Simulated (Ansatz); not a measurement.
`O[SiH](O)[AlH2]` + `OBN[SiH2]O` → `O[SiH2]N[SiH](O)O` + `O[BH][AlH2]`  (redistribution)

Computed with Ansatz on PBE0-D4/def2-TZVP structures; ΔE is electronic, products minus reactants. CCSD(T)/CBS adds triple-zeta CCSD(T) − MP2 to the extrapolated MP2 energy (def2 sets, frozen cores). DFT in def2-TZVPP. Each species was taken in one conformer, which may not be the lowest.

CCSD(T)/CBS gives +0.35 eV.

Question: Another level gave +0.34 eV. Which?
A. BLYP/def2-TZVPP
B. r2SCAN/def2-TZVPP
C. revPBE/def2-TZVPP
D. BHLYP-D4/def2-TZVPP

Answer: D. BHLYP-D4 0.34, BLYP 0.50, r2SCAN 0.42, revPBE 0.55 eV.

Largest T1 diagnostic among the species: 0.014.

From PBE to PBE0 (25 % exact exchange), in def2-TZVPP and without D4, ΔE moves by −0.06 eV. The D4 term adds −0.05 eV with B3LYP and −0.03 eV with PBE0; it sums over pairs of atoms, weighted by their polarisabilities, and B3LYP, whose exchange is more repulsive, gets the larger term. Leaving LDA and LC-ωPBE aside and taking each functional with its dispersion term where it has one, the values, not all of them listed here, spread over 0.18 eV, from ωB97M-V to PBE-D4. LDA lies −0.04 eV from PBE without D4.

B3LYP here is the variant with VWN-RPA as its local correlation; programs differ in this.
